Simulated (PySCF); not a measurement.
Atoms are numbered as in `[CH3:1][CH:2]([CH3:3])[BH:4][PH2:5]`. Hydrogens are named by the atom that carries them.

Geometry: PBE0-D3(BJ)/def2-SVP; GIAO absolute shieldings from PySCF 2.14.0 with density-fitted response routines, gas phase, non-relativistic, averaged over equivalent atoms.

At BLYP/pcSseg-1 (142 basis functions, 16 s wall time on 1 thread of an Arm Neoverse V2, shared host):
```
      atoms  σ (ppm)
         C2    141.6
      C1/C3    154.7
         B4      0.7
         P5    451.6
      H(B4)    23.55
      H(P5)    28.19
      H(C2)    29.55
H(C1)/H(C3)    30.35
```

Predict the values at B97-D/pcSseg-1 on the same geometry.

Answers


```tsv
atoms	σ at B97-D/pcSseg-1	change
C2	147.9	+6.3
C1/C3	159.0	+4.3
B4	13.7	+13.0
P5	473.3	+21.7
H(B4)	23.76	+0.21
H(P5)	28.24	+0.05
H(C2)	29.64	+0.09
H(C1)/H(C3)	30.39	+0.04
```

The largest change is at P5 (phosphorus bonded to B, 2 H). Cost: 142 basis functions, 16 s wall time on 1 thread of an Arm Neoverse V2, shared host.

A carbon bonded to boron is broadened by the quadrupolar boron nucleus and is often missing from a measured spectrum.
